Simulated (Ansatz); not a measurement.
Born–Oppenheimer molecular dynamics of CH₆Ge (8 atoms, charge 0, multiplicity 1). It starts from a relaxed structure.

Method: RKS PBE/def2-SVP (Ansatz).

* ensemble: NVE (velocity Verlet)
* time step: 1 fs
* steps asked: 500
* starting velocities drawn for: 700 K
* seed: 270589

First frame:

```xyz
8
Properties=species:S:1:pos:R:3
Ge 0.000 0.000 0.000
C 0.000 0.000 1.969
H -1.033 -0.116 2.353
H 0.617 -0.836 2.353
H 0.416 0.952 2.353
H 1.449 0.138 -0.541
H -0.843 1.186 -0.542
H -0.605 -1.323 -0.542
```

(1) What does the run give?

(2) What happens to the structure?

(3) How do temperature and energy run in time?

Results:

(1) The run went to its last step.

```json
{"steps done": "500", "time covered": "500 fs", "mean temperature over the second half": "349 K", "spread of the potential energy over the second half": "8.5 meV per atom", "mean potential energy of the second half above the start": "34.7 meV per atom"}
```

The conserved energy stayed within 1.3 meV per atom of its start (net change 0.88 meV per atom), so the integration is sound. Over the second half the temperature averaged 0.50 of the 700 K drawn at the start: a run that starts near a minimum puts about half its kinetic energy into the potential. A run of 0.5 ps of so small a system gives no equilibrium averages.

(2) The same pairs are bonded in the first frame and the last. Pairs count as bonded within 1.25 times the sum of covalent radii (0.12 Å more for H–H). Another seed would give other details.

(3) 
| time (fs) | T (K) | potential energy less start (eV) | conserved less start (meV/atom) |
| --- | --- | --- | --- |
| 0 | 700 | 0.000 | 0.00 |
| 41 | 426 | 0.217 | 0.57 |
| 82 | 476 | 0.179 | 0.60 |
| 123 | 453 | 0.194 | 0.27 |
| 164 | 327 | 0.294 | 0.62 |
| 205 | 360 | 0.268 | 0.60 |
| 246 | 285 | 0.327 | 0.61 |
| 287 | 465 | 0.186 | 0.47 |
| 328 | 359 | 0.272 | 0.89 |
| 369 | 359 | 0.270 | 0.67 |
| 410 | 405 | 0.234 | 0.63 |
| 451 | 225 | 0.377 | 1.14 |
| 492 | 304 | 0.315 | 0.90 |

Time of the run: 5.9 min on 1 thread of AMD EPYC 9R45 96-Core Processor (Zen 5), on a shared host, peak memory 0.15 GiB.
